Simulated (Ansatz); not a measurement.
C5H11NS: where a starting geometry ends

The starting geometry of this gas-phase singlet was optimised with GFN2-xTB; its bonds are those of `CCC(=S)N(C)C`.

```xyz
18

C    -1.3969   -2.9895    2.3524
C    -0.7668   -1.6131    2.1937
C    -1.6796   -0.6082    1.5432
C     0.1962    0.9606    1.6232
C    -1.9312    1.6384    0.6340
N    -1.1670    0.6103    1.2987
S    -3.2344   -0.9983    1.1609
H    -2.2914   -2.9291    2.9665
H    -1.6806   -3.3913    1.3834
H    -0.6901   -3.6691    2.8236
H    -0.4792   -1.2354    3.1811
H     0.1467   -1.6975    1.5963
H     0.9071    0.4508    0.9659
H     0.4360    0.7046    2.6562
H     0.3206    2.0339    1.4981
H    -2.9180    1.2456    0.3977
H    -2.0387    2.5090    1.2838
H    -1.4332    1.9395   -0.2898
```

**Question.** Where would you expect an optimisation with PBE-D3(BJ)/def2-SVP to take it?

**Answer.** It keeps its bonds, and is `CCC(=S)N(C)C`.

The energy falls by 0.14 eV over 12 steps:

| step | E − E(last) (eV) |
| --- | --- |
| 1 | 0.140 |
| 2 | 0.012 |
| 3 | 0.001 |
| 5 | 0.000 |
| 6 | 0.000 |
| 7 | 0.000 |
| 8 | 0.000 |
| 10 | 0.000 |
| 11 | 0.000 |
| 12 | 0.000 |

Final geometry (Å):

```xyz
18

C    -1.3708   -3.0160    2.3805
C    -0.7963   -1.6211    2.1659
C    -1.7285   -0.6131    1.5029
C     0.1919    0.9436    1.6455
C    -1.9328    1.6843    0.6278
N    -1.1879    0.6285    1.2976
S    -3.2900   -1.0259    1.0684
H    -2.2758   -2.9787    3.0166
H    -1.6763   -3.4714    1.4190
H    -0.6167   -3.6691    2.8647
H    -0.4658   -1.1980    3.1423
H     0.1348   -1.6860    1.5580
H     0.9226    0.4280    0.9836
H     0.4283    0.6679    2.6925
H     0.3475    2.0326    1.5401
H    -2.9584    1.3126    0.4415
H    -1.9707    2.5944    1.2631
H    -1.4558    1.9486   -0.3411
```

No frequencies were run, so the end isn't proven a minimum. Run with Ansatz 0.2.0, 22 s on 4 threads of Arm Neoverse V1 (shared host).
